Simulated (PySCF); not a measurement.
C₃H₃, SMILES C#C[CH2] (connectivity only; charge and spin as stated), charge +1, multiplicity 1.

Geometry: PBE0-D3(BJ)/def2-TZVP. The multiplicity is an assumed one; other spin states were not compared. The isomer is the one that the SMILES or the coordinates give; other isomers of the formula were not compared.

Method: PySCF with TDDFT-CAM-B3LYP/def2-SVPD.

Vertical excitations. Isolated molecule, no solvent. State labels are in the subgroup C2v.

Computed excitation energies, oscillator strengths and character:
| state | symmetry | energy (eV) | λ (nm) | f | main pairs |
|---|---|---|---|---|---|
| S1 | A2 | 2.24 | 554 | 0.000 | HOMO→LUMO 100 % |
| S2 | A1 | 5.37 | 231 | 0.133 | HOMO−1→LUMO 86 %, HOMO→LUMO+1 14 % |
| S3 | A2 | 7.21 | 172 | 0.000 | HOMO−2→LUMO 95 % |
| S4 | B1 | 7.98 | 155 | 0.010 | HOMO−3→LUMO 97 % |
| S5 | A2 | 8.25 | 150 | 0.000 | HOMO−1→LUMO+1 96 % |
| S6 | A2 | 8.89 | 140 | 0.000 | HOMO→LUMO+3 92 % |
| S7 | A1 | 9.13 | 136 | 0.813 | HOMO→LUMO+1 69 %, HOMO−1→LUMO+3 17 %, HOMO−1→LUMO 14 % |
| S8 | B1 | 9.72 | 128 | 0.001 | HOMO−4→LUMO 96 % |
| S9 | B2 | 10.04 | 124 | 0.028 | HOMO→LUMO+2 94 % |
| S10 | B2 | 11.04 | 112 | 0.000 | HOMO→LUMO+4 65 %, HOMO→LUMO+5 31 % |
| T1 | A2 | 1.79 | 692 | 0 | HOMO→LUMO 99 % |
| T2 | A1 | 2.63 | 472 | 0 | HOMO−1→LUMO 99 % |
| T3 | A1 | 5.62 | 221 | 0 | HOMO→LUMO+1 95 % |
| T4 | A2 | 6.46 | 192 | 0 | HOMO−2→LUMO 92 % |
Triplets are in the Tamm–Dancoff approximation, which puts them higher than full response would, so one can lie above its singlet here.
